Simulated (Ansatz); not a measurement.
`C=[C]([AlH2])[GeH3]` + `C=C(N)[SiH3]` → `C=C([SiH3])[NH][AlH2]` + `C=[CH][GeH3]`  (ligand exchange at the Al–C bond)

Isolated molecules relaxed with PBE0-D4/def2-TZVP in Ansatz; ΔE leaves out vibrations. CCSD(T)/CBS is the MP2 limit (def2-TZVPP, def2-QZVPP) plus CCSD(T) − MP2 in def2-TZVPP, frozen cores. Functionals use def2-TZVPP. For Ge outer-core shells are correlated without core-valence functions, which leaves a few kJ/mol of doubt a bond. Scalar relativity is left out up to krypton. One conformer a species, not always the lowest.

(1) Is it downhill or uphill in electronic energy at CCSD(T)/CBS, and by how much? (An estimate is asked.)

(2) What do these levels give: PBE-D4, r2SCAN-D4, ωB97M-V, B2PLYP, SCS-MP2/def2-TZVPP, CCSD/def2-TZVPP, CCSD(T)/def2-TZVPP, MP2/def2-QZVPP, SCS-MP2/def2-QZVPP, HF/CBS(def2), MP2/CBS(def2), CCSD/CBS(def2)? (Estimate.)

Largest T1 diagnostic among the species: 0.013.

## Answers

(1) The calculation gave: Downhill: ΔE = -21.0 kcal/mol.

(2) Computed: PBE-D4 -20.0, r2SCAN-D4 -21.0, ωB97M-V -20.7, B2PLYP -21.2, SCS-MP2/def2-TZVPP -21.4, CCSD/def2-TZVPP -21.3, CCSD(T)/def2-TZVPP -21.3, MP2/def2-QZVPP -21.1, SCS-MP2/def2-QZVPP -21.3, HF/CBS(def2) -20.7, MP2/CBS(def2) -20.9, CCSD/CBS(def2) -21.0 kcal/mol.
